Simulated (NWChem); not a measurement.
Molecule: CH₆BP; SMILES B(C)P

```xyz
9

B     -0.6027    -0.5538     0.0158
H     -1.8182    -0.6514    -0.0347
C      0.2867    -1.8422    -0.0441
H      0.0579    -2.4466     0.8643
H      1.3818    -1.6810    -0.0808
H     -0.0150    -2.4930    -0.8939
P      0.0849     1.1993    -0.0592
H      1.2618     1.1352     0.7559
H     -0.7714     1.9260     0.8275
```
Atoms are numbered in this order, from 1.

Level: PBE-D3(BJ)/def2-SVP (NWChem), optimised geometry, unscaled harmonic frequencies. 

Question: List the harmonic frequencies with IR intensities, and the thermochemistry.

Answer: 
| frequency (cm⁻¹) | IR intensity (km/mol) |
|---|---|
| 105 | 2.9 |
| 233 | 1.5 |
| 288 | 2.6 |
| 428 | 39.3 |
| 609 | 1.9 |
| 643 | 1.2 |
| 688 | 7.3 |
| 822 | 16.6 |
| 854 | 8.7 |
| 1003 | 2.6 |
| 1057 | 87.1 |
| 1117 | 55.2 |
| 1254 | 58.1 |
| 1372 | 3.7 |
| 1385 | 4.7 |
| 2360 | 29.5 |
| 2390 | 30.5 |
| 2528 | 104.3 |
| 2952 | 0.3 |
| 3022 | 3.7 |
| 3069 | 12.8 |

| Item | Value |
|---|---|
| zero-point energy | 40.3 kcal/mol |
| thermal correction to the enthalpy at 298.15 K (with zero-point energy) | 44.3 kcal/mol |
| heat capacity Cv | 18.1 cal/(mol K) |
| entropy at 298.15 K and 1 atm (symmetry number 1) | 71.3 cal/(mol K) |
| dipole moment | 1.00 D |

Rigid rotor and harmonic oscillator.
